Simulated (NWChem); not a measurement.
Species: CdNH3S; SMILES [NH2][Cd][SH]

```xyz
6

Cd    -0.0033    -0.2832     0.0000
N      0.1190    -2.2856     0.0000
H     -0.2938    -2.7319    -0.8174
H     -0.2938    -2.7319     0.8174
S      0.0740     2.0548     0.0000
H     -1.2721     2.1803     0.0000
```
Atoms are numbered in this order, from 1.

Program: NWChem. All runs use the structure optimised with PBE0/def2-SVP. def2 effective core potentials on Cd; no spin-orbit coupling.

Question: What does the run give for KT2/def2-SVP? Quantities: highest occupied level (eV); orbital gap (eV); dipole (D).

Answer: The highest occupied level (eV) is -5.51 and the orbital gap (eV) is 3.79. The dipole (D) is 2.29.
